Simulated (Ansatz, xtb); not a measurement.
Relative energy of two isomers of C7H6ClF

Structure I is `Cc1ccc(F)cc1Cl`, a singlet and structure II is `Cc1cccc(F)c1Cl`, a singlet. Both are isolated molecules in the gas phase, relaxed with r2SCAN-D4/def2-SVP.

Quicker runs give these differences E(II) − E(I): GFN2-xTB +10.11 kJ/mol; HF/STO-3G +3.51 kJ/mol (at GFN2-xTB geometries); r2SCAN-D4/def2-SVP//GFN2-xTB +5.91 kJ/mol.

Problem. Estimate E(II) − E(I) at the level CCSD(T)/def2-SVP + ΔMP2/def2-TZVPP.

Solution. Calculated at CCSD(T)/def2-SVP + ΔMP2/def2-TZVPP: E(II) − E(I) = +6.69 kJ/mol, so structure I lies lower.

Level by level:

| level | geometry | E(II) − E(I) (kJ/mol) | departure from the last row (kJ/mol) | job, with rough time for the two |
| --- | --- | --- | --- | --- |
| GFN2-xTB | GFN2-xTB | +10.11 | +3.42 | optimisation, 0.17 s |
| HF/STO-3G | GFN2-xTB | +3.51 | −3.18 | single point, 0.7 s |
| r2SCAN-D4/def2-SVP//GFN2-xTB | GFN2-xTB | +5.91 | −0.78 | single point, 5.2 s |
| r2SCAN-D4/def2-SVP | r2SCAN-D4/def2-SVP | +6.04 | −0.65 | optimisation, 34 s |
| HF/def2-SVP | r2SCAN-D4/def2-SVP | +6.98 | +0.29 | part of the CCSD(T) run |
| MP2/def2-SVP | r2SCAN-D4/def2-SVP | +7.02 | +0.33 | part of the CCSD(T) run |
| CCSD(T)/def2-SVP | r2SCAN-D4/def2-SVP | +6.15 | −0.54 | single point |
| CCSD(T)/def2-SVP + ΔMP2/def2-TZVPP | r2SCAN-D4/def2-SVP | +6.69 |  | single point, 1.9 min |

As drawn, both hold the same kinds of bond in the same numbers.

None of the levels shown reverses the order. The largest departure from CCSD(T)/def2-SVP + ΔMP2/def2-TZVPP is that of GFN2-xTB, 3.42 kJ/mol. The last row adds to CCSD(T) the change of the MP2 difference between the two basis sets, here +0.54 kJ/mol.

With thermal terms from frequencies at re-optimised GFN2-xTB minima (ideal gas, soft modes damped towards free rotors, one conformer each, 298.15 K, 1 atm): on the last row, ΔE + ΔZPE = +6.73, ΔH = +6.84, ΔG = +6.73 kJ/mol.

The correlated steps freeze 13 core orbitals. Run with Ansatz 0.2.0, xtb 6.7.1; the last row on 2 threads of Intel(R) Xeon(R) 6975P-C (Granite Rapids) on a shared host.
